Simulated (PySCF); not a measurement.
Compound: C₈H₁₃P.
Numbering: `[CH3:1][CH2:2][CH2:3][P:4]1[CH:5]=[CH:6][CH2:7][CH:8]=[CH:9]1` (hydrogens: H10, H11, H12 on C1; H13, H14 on C2; H15, H16 on C3; H17 on C5; H18 on C6; H19, H20 on C7; H21 on C8; H22 on C9)

Cartesian coordinates in Å at the PBE0-D3(BJ)/def2-SVP level; atoms count from 1:
```xyz
22
C8H13P angstrom
C     -3.3216    0.3344    1.1363
C     -2.5975   -0.0317   -0.1505
C     -1.3373    0.7891   -0.4115
P      0.0113    0.5198    0.8589
C      0.6881   -1.0749    0.3102
C      1.9484   -1.2733   -0.0964
C      3.0017   -0.2188   -0.2473
C      2.5163    1.1978   -0.2090
C      1.3028    1.6028    0.1857
H     -4.2220   -0.2819    1.2794
H     -3.6367    1.3904    1.1261
H     -2.6732    0.1964    2.0155
H     -2.3436   -1.1064   -0.1436
H     -3.2800    0.0991   -1.0079
H     -0.9253    0.5796   -1.4114
H     -1.5770    1.8668   -0.3768
H      0.0184   -1.9382    0.3913
H      2.2654   -2.2939   -0.3425
H      3.5476   -0.3879   -1.1940
H      3.7780   -0.3615    0.5320
H      3.2409    1.9536   -0.5345
H      1.0728    2.6742    0.1765
```

Computed with PySCF at PBE0/pcSseg-1, non-relativistic, on one gas-phase PBE0-D3(BJ)/def2-SVP geometry that isn't relaxed in the solvent. The solvent is an IEF-PCM continuum (van der Waals radii × 1.2). The model holds no explicit solvent molecules, cavitation or dispersion.

Gas phase at PBE0/pcSseg-1: HOMO -5.93 eV, LUMO -0.17 eV, dipole 1.42 D.

Question: What does the continuum do to the energy, the frontier levels and the dipole at PBE0/pcSseg-1 in chloroform and dichloromethane?

Answer: 
```tsv
solvent	ε	E(solvent) − E(gas) (kcal/mol)	polarisation term (kcal/mol)	distortion of the solute (kcal/mol)	HOMO (eV)	LUMO (eV)	dipole (D)
chloroform	4.711	-2.69	-2.98	0.29	-5.98	-0.17	1.85
dichloromethane	8.93	-3.28	-3.74	0.46	-6.01	-0.18	1.95
```

Polarisation term: ½ Σ q·V over the induced surface charges. Distortion: the rise of the solute's own energy as its density leaves the gas-phase optimum. From chloroform to dichloromethane the lowering changes by a factor 1.22, Onsager's factor (ε − 1)/(2ε + 1) by 1.18 and ε itself by 1.9.

Question: Which radius a makes the point-dipole formula ΔE = −[(ε − 1)/(2ε + 1)]·μ²/a³ give the value in dichloromethane, with the gas-phase dipole?

Answer: μ = 0.559 au and |ΔE| = 0.00523 Eh give a = 1.55 Å; the farthest nucleus lies 4.30 Å from the centroid of the nuclei, so such a sphere wouldn't even hold the nuclei. The formula assumes a rigid point dipole at the centre of a sphere.

Question: Give the dipole vector in the frame of the coordinates (D, pointing from negative to positive charge), gas and dichloromethane.

Answer: Gas (0.47, -0.22, -1.32), solvent (0.69, -0.31, -1.80). Its length changes by +37 % and its direction by 2°.

Question: Which Hirshfeld charges (PBE0/pcSseg-1) respond most in chloroform (means over atoms taken as equivalent)?

Answer: 
| atoms | environment | gas (e) | solvent (e) | change |
| --- | --- | --- | --- | --- |
| P4 | phosphine phosphorus | +0.151 | +0.132 | -0.019 |
| C5/C9 | alkene CH carbon | -0.110 | -0.116 | -0.006 |
| H19/H20 | methylene hydrogen | +0.047 | +0.053 | +0.006 |
| H18/H21 | vinylic hydrogen | +0.045 | +0.050 | +0.005 |
| H17/H22 | vinylic hydrogen | +0.043 | +0.046 | +0.003 |
| H15/H16 | methylene hydrogen | +0.035 | +0.037 | +0.002 |
| H13/H14 | methylene hydrogen | +0.036 | +0.038 | +0.002 |
| C1 | methyl carbon | -0.120 | -0.121 | -0.001 |
